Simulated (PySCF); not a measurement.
**Do core-level shifts follow atomic charges?**

Species: C5H10F2OSi.
Structure used (PBE0-D3(BJ)/def2-SVP), in Å, numbered top down from 1:
```
atom  x, y, z in Å
C1     2.1848    0.9875    0.3285
O2     0.9928    0.6394    0.9841
C3     0.0297   -0.0875    0.2673
C4     0.5124   -1.5262    0.0917
F5     1.5276   -1.5930   -0.8016
F6    -0.4834   -2.3103   -0.3863
C7    -0.4228    0.5185   -1.0938
Si8   -2.2188    0.1614   -0.5910
C9    -1.3046   -0.0790    1.0547
H10    2.6687    1.7607    0.9414
H11    1.9974    1.4055   -0.6762
H12    2.8781    0.1369    0.2200
H13    0.8642   -1.9384    1.0535
H14   -0.2533    1.6066   -1.0762
H15    0.0458    0.0967   -1.9924
H16   -3.1677    1.3138   -0.6673
H17   -2.8679   -1.0386   -1.1881
H18   -1.4822   -0.9417    1.7117
H19   -1.3267    0.8390    1.6606
```

Binding energies: delta-SCF UKS SCAN, pcX-2 on the ionised atom, pcseg-1 elsewhere, spin-free X2C (PySCF 2.14.0). Charges: PBE0/pcSseg-1 ground-state density, for the ionised atom.

| atom | environment | C 1s (eV) | Mulliken (e) | IAO (e) | Hirshfeld (e) | ESP (e) |
| --- | --- | --- | --- | --- | --- | --- |
| C7 | sp3 carbon bound to silicon | 290.07 | -0.443 | -0.573 | -0.180 | -0.629 |
| C1 | methoxy carbon | 292.09 | -0.029 | -0.202 | -0.048 | +0.006 |
| C3 | sp3 carbon bound to oxygen | 292.41 | -0.189 | +0.200 | +0.064 | +0.501 |
| C4 | CHF2 carbon | 295.34 | +0.623 | +0.426 | +0.141 | +0.261 |

Problem. Give the correlation coefficient and slope of binding energy on charge for each scheme.

Solution. Mulliken: r = 0.97, slope 4.6 eV per e; Hirshfeld: r = 0.94, slope 14.6 eV per e; IAO: r = 0.93, slope 4.6 eV per e; ESP: r = 0.70, slope 3.1 eV per e. Mulliken charges have the highest r, on only 4 points.

Problem. The point-charge model writes a binding energy as kq + V + constant, with V the potential of the other atoms' charges at the site. What does it give with the IAO charges?

Solution. V = Σ 14.40 eV Å × q/r over all other atoms: +7.16 eV at C7, +2.10 eV at C1, -4.75 eV at C3, -5.15 eV at C4. Fitting binding energy − V to q gives k = 17.7 eV per e and leaves an rms residual of 0.30 eV, against 0.71 eV for the fit on q alone. The model has no term for differences in relaxation between sites.

The structure is a single PBE0-D3(BJ)/def2-SVP conformer in the gas phase; no vibrational or solvent corrections.
